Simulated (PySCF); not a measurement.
C₃H₈NO₄S₂ (charge -1).
Z-matrix (Å and degrees, PBE0-D3(BJ)/def2-SVP geometry), rows numbered from 1:
```
C 
C   1  1.5125
S   2  1.8019  1  112.11
O   3  1.4786  2  105.40  1  -177.77
O   3  1.4664  2  106.86  1    57.54
N   3  1.6109  2  105.87  1   -56.95
S   6  1.6088  3  120.44  2   -69.47
C   7  1.7902  6  105.41  3   -72.41
O   7  1.4635  6  107.88  3   173.66
O   7  1.4784  6  113.64  3    42.77
H   1  1.1020  2  111.01  3  -175.90
H   1  1.0995  2  109.47  3    64.16
H   1  1.1003  2  110.41  3   -54.88
H   2  1.1010  1  113.27  3   117.43
H   2  1.0995  1  112.23  3  -117.17
H   8  1.0980  7  106.98  6    56.69
H   8  1.0973  7  107.88  6   -62.83
H   8  1.0983  7  107.33  6   177.43
```

Computed with PySCF at PBE0/pcSseg-1, non-relativistic, on one gas-phase PBE0-D3(BJ)/def2-SVP geometry that isn't relaxed in the solvent. The solvent is an IEF-PCM continuum (Bondi radii, 1.10 Å for H, scaled by 1.2). The model holds no explicit solvent molecules, cavitation or dispersion.

| run | E − E(gas) (kcal/mol) | HOMO (eV) | HOMO–LUMO gap (eV) |
| --- | --- | --- | --- |
| gas | 0.00 | -3.30 | 8.29 |
| P | -45.03 | -6.57 | 9.07 |
| Q | -27.84 | -5.37 | 8.78 |

The runs were made in chloroform and cyclohexane. Which run belongs to which solvent?

P = chloroform, Q = cyclohexane. The dielectric constants are 2.017 (cyclohexane), 4.711 (chloroform), and the energy falls further as ε rises. In this model the ground state sees the solvent through ε alone.

How constant is the ratio of the lowering to 1 − 1/ε?

| solvent | 1 − 1/ε | E − E(gas) (kcal/mol) | ratio (kcal/mol) | polarisation term (kcal/mol) |
| --- | --- | --- | --- | --- |
| cyclohexane | 0.504 | -27.84 | -55.2 | -28.32 |
| chloroform | 0.788 | -45.03 | -57.2 | -46.57 |

The ratio changes by +3.5 % in size from cyclohexane to chloroform. The polarisation term is half the interaction of the solute with the induced surface charges.
